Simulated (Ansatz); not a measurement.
`O=C[CH](Cl)[GeH3]`. Charge 0, multiplicity 1.

```xyz
10

O    -2.056    0.884   -1.070
C    -1.478    0.027   -0.466
C    -0.061   -0.393   -0.663
Cl    0.663    0.230   -2.146
Ge    1.034    0.215    0.893
H    -1.972   -0.535    0.359
H    -0.012   -1.485   -0.675
H     1.049    1.745    0.877
H     0.398   -0.317    2.188
H     2.435   -0.371    0.703
```

Problem. List the harmonic frequencies (cm⁻¹, unscaled) at PBE0-D4/def2-TZVP in Ansatz. (An estimate is asked.)

Solution. Ansatz gave: 96, 122, 161, 212, 270, 475, 545, 626, 650, 810, 836, 872, 877, 938, 1031, 1105, 1256, 1403, 1841, 2156, 2187, 2198, 2886, 3093.

Problem. Is this a minimum?

Solution. Yes, all 24 modes are real.

Problem. Give the ideal-gas thermochemistry at 298.15 K and 1 bar (rigid rotor, harmonic oscillator; point group C1, symmetry number 1).

Solution. Zero-point energy 159.4 kJ/mol; H(298) − E = 180.2 kJ/mol; entropy 356.3 J/(mol·K), of which translation 171.6, rotation 118.4, vibration 66.2; G(298) − E = 74.0 kJ/mol. Modes under 100 cm⁻¹ are hindered rotations or soft bends, so the harmonic entropy is rough.

Problem. And at 400, 500, 600, 800 and 1000 K?

Solution. 
| T (K) | H − E (kJ/mol) | S (J/mol/K) | G − E (kJ/mol) |
| --- | --- | --- | --- |
| 400 | 192.1 | 390.4 | 36.0 |
| 500 | 205.6 | 420.4 | -4.6 |
| 600 | 220.5 | 447.6 | -48.0 |
| 800 | 253.8 | 495.3 | -142.4 |
| 1000 | 290.4 | 536.1 | -245.7 |

Problem. Rotational constants (cm⁻¹)?

Solution. 0.1128, 0.05388, 0.03933.
